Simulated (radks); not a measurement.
Question: The silver ion Ag2+, 45 electrons, occupied as [Kr] 4d8.5 5p0.5 (fractional occupations, a model configuration). Calculated with a radial shooting solver on a logarithmic mesh with Libxc functionals: non-relativistic Kohn-Sham, PBE, spin-polarised, spherical densities, point nucleus; open shells are filled with parallel spins first (spin-orbit coupling, left out, can overturn this in heavy ions); relativity is left out, which matters for an element this heavy. Some entries of the table are withheld. Estimate them.

orbital,occ.,eigenvalue (hartree),r(max) (bohr),<1/r> (bohr^-1)
1s up,1,-902.3650,0.02144,46.48
1s down,1,-902.3647,0.02144,46.48
2s up,1,-130.9527,0.1191,10.57
2s down,1,-130.9411,0.1191,10.57
2p up,3,-121.9232,0.09339,10.57
2p down,3,-121.9145,0.09338,10.57
3s up,1,-24.68228,0.3445,3.762
3s down,1,-24.67667,0.3446,3.762
3p up,3,-21.04509,0.3311,3.679
3p down,3,-21.03852,0.3312,3.679
3d up,5,-14.32483,0.2742,3.527
3d down,5,-14.31465,0.2742,3.527
4s up,1,-4.18928,0.8479,(1)
4s down,1,-4.14479,0.8474,(2)
4p up,3,-3.04020,0.8861,1.345
4p down,3,-2.99497,0.8855,1.346
4d up,5,-1.19879,1.013,1.047
4d down,3.5,-1.15341,1.012,1.046
5p up,0.5,(3),2.638,(4)
5p down,0,(5),2.652,(6)

Answer: 
(1) 4s up <1/r> (bohr^-1): 1.458
(2) 4s down <1/r> (bohr^-1): 1.460
(3) 5p up eigenvalue (hartree): -0.57027
(4) 5p up <1/r> (bohr^-1): 0.4169
(5) 5p down eigenvalue (hartree): -0.53678
(6) 5p down <1/r> (bohr^-1): 0.4176
